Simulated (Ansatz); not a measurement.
The cluster GeTe2 was relaxed with r2SCAN-D4 (def2-TZVP) in Ansatz in these states: neutral quintet, neutral singlet, neutral triplet. The geometries follow in no particular order.

In the def2 sets Te takes a core potential; there is no spin–orbit coupling.

A:

```xyz
3

Ge   -0.143   -1.054    0.955
Te   -0.395   -0.324   -1.487
Te    0.538    1.378    0.532
```

B:

```xyz
3

Ge    0.304    0.062    1.224
Te   -1.603   -0.877   -0.208
Te    1.299    0.815   -1.016
```

C:

```xyz
3

Ge    0.376    0.703   -1.077
Te    1.209    0.001    1.255
Te   -1.584   -0.703   -0.179
```

Question: Judge from the bond lengths which geometry belongs to which state (an estimate).

Answer: A is the neutral singlet (Te2–Te3 2.800 Å, Ge1–Te3 2.561 Å, Ge1–Te2 2.561 Å); B is the neutral quintet (Te2–Te3 3.455 Å, Ge1–Te3 2.563 Å, Ge1–Te2 2.563 Å); C is the neutral triplet (Te2–Te3 3.217 Å, Ge1–Te3 2.574 Å, Ge1–Te2 2.574 Å).

At PBE0-D4/def2-TZVP a singlet lies 2.85 eV below the neutral quintet. At PBE0-D4/def2-TZVP a singlet lies 1.02 eV below the neutral triplet. These are the stationary points nearest to one start from a short search; other shapes may lie lower in each state.
